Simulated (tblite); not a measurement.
Start geometry of `[C]#CC(=O)/C=C\F` [radical] from a force field or distance geometry (Å):
```
atom  x, y, z in Å
C1     2.692    1.080    1.104
C2     1.661    0.111    0.450
C3     0.731   -0.820   -0.142
O4     1.115   -1.922   -0.499
C5    -0.707   -0.485   -0.364
C6    -1.280    0.677   -0.054
F7    -0.607    1.696    0.517
H8    -1.284   -1.267   -0.829
H9    -2.307    0.936   -0.207
```

What comes out of this run: GFN2-xTB geometry optimisation, gas phase (tblite 0.8.0)?

```
atom  x, y, z in Å
C1     2.392    0.921    0.963
C2     1.606    0.161    0.463
C3     0.771   -0.847   -0.149
O4     1.199   -1.924   -0.475
C5    -0.637   -0.448   -0.340
C6    -1.213    0.707   -0.025
F7    -0.598    1.736    0.535
H8    -1.247   -1.216   -0.795
H9    -2.261    0.915   -0.202
```

The energy falls by 2.895 eV over 35 L-BFGS steps, the largest force on an atom goes from 9.44 to 0.007 eV/Å, and the atoms move by 0.139 Å rms after alignment. The bond that changes most is C1≡C2 (ends: carbon bonded to C; carbon bonded to 2 C), which shortens by 0.358 Å. Bonds longer at the end by more than 0.005 Å: 1 of 8; shorter: 4. Among the angles that change most is C2–C3–C5, from 122.5° to 114.7°. Rotational constants go from 3398, 2604, 1474 to 4095, 2585, 1585 MHz. The orientation of the end geometry is arbitrary; only internal coordinates are fixed.

Hardware: an Arm Neoverse V2 with one thread, no GPU, on a shared host. Cost: 0.12 s of wall time.

Its GFN2-xTB frequencies are all real (lowest 28 cm⁻¹).

One conformer stands for the species.

The numbers are calculated, not measured.
